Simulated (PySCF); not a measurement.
Species: C6H10O.
InChI=1S/C6H10O/c1-6-4-2-3-5-7-6/h4H,2-3,5H2,1H3

The closed-shell ground state was solved at several levels (PySCF, density fitting, gas phase, non-relativistic). Isolated species at its GFN2-xTB geometry (one conformer only).

| level | basis functions | HOMO (eV) | LUMO (eV) | gap (eV) | dipole (D) |
| --- | --- | --- | --- | --- | --- |
| CAM-B3LYP/def2-SVPD | 223 | -7.52 | 1.34 | 8.86 | 1.04 |
| PBE0/def2-SVPD | 223 | -6.18 | 0.68 | 6.86 | 0.99 |
| B3LYP/pcJ-1 | 289 | -5.92 | 0.83 | 6.75 | 0.97 |

(1) Estimate the row for PBE0/pcSseg-1, a basis of 169 functions; the other rows only guide the guess.

(2) Over all these levels, which gives the widest orbital gap and which the narrowest?

(3) How far do the dipole and the HOMO energy spread over the levels?

Results:

(1) HOMO -6.15 eV, LUMO 1.08 eV, gap 7.23 eV, dipole 0.94 D.

(2) CAM-B3LYP/def2-SVPD (range-separated hybrid) has the widest, 8.86 eV, and B3LYP/pcJ-1 (global hybrid, 20 % exact exchange) the narrowest, 6.75 eV. Functional and basis both differ between the two, so the spread mixes both effects.

(3) The dipole runs from 0.94 to 1.04 D (mean 0.99 D) and the HOMO from -7.52 to -5.92 eV.
